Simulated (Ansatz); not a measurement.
Energy needed to pull apart CH₂Br (SMILES [CH2]Br), doublet, into free ground-state atoms, from the structure below (displaced at random from a GFN2-xTB minimum); no zero-point or spin–orbit terms; open-shell atoms are treated unrestricted, in their ground-state multiplicity.

```xyz
4
angstrom
C 0.1252 -0.2684 -0.0987
Br 0.2796 1.2946 0.9178
H -0.3533 -0.0063 -1.2504
H 0.3462 -0.9265 0.3286
```

Computed with Ansatz 0.2.0 (basis: def2-TZVPP); correlated methods freeze the cores; orbitals are unrestricted. Filled d shells of the heavier atoms are correlated. The def2 sets are not built for correlating such inner shells, so the correlated values are less sure here.

| method | atomization energy (eV) |
| --- | --- |
| PBE-D4 | 9.64 |
| r2SCAN-D4 | 9.48 |
| PBE0-D4 | ? |
| BHLYP-D4 | 8.91 |
| wB97X-V | ? |
| wB97M-V | 9.19 |
| HF | 5.96 |
| MP2 | 9.00 |
| CCSD | 8.73 |
| CCSD(T) | 8.92 |

Question: What does wB97X-V give? (An estimate is asked for; the value comes from the calculation.)

Answer: By the calculation: 9.17 eV, which is about 0.25 eV more than CCSD(T)/def2-TZVPP.

Question: What does PBE0-D4 give? (Judge from chemistry; the value comes from the calculation.)

Answer: Computed: 9.39 eV, which is about 0.47 eV more than CCSD(T)/def2-TZVPP.

In triple zeta the MP2 and coupled-cluster atomization energies are still short of their basis limit by a few kcal/mol a bond, whereas those of the functionals are nearly converged, so these differences are not deviations from converged CCSD(T).

The T1 diagnostic stays at or below 0.015. ⟨S²⟩ of the unrestricted Hartree–Fock references: 0.78 (a pure state has 0.75).

For scale, one of the runs: CCSD(T)/def2-TZVPP forces, 107 basis functions (an equivalent command: `ansatz run in.yaml --threads 4`). Time: 65 s of wall clock on 4 CPU threads; the host was shared. Peak host memory: 1.4 GiB.
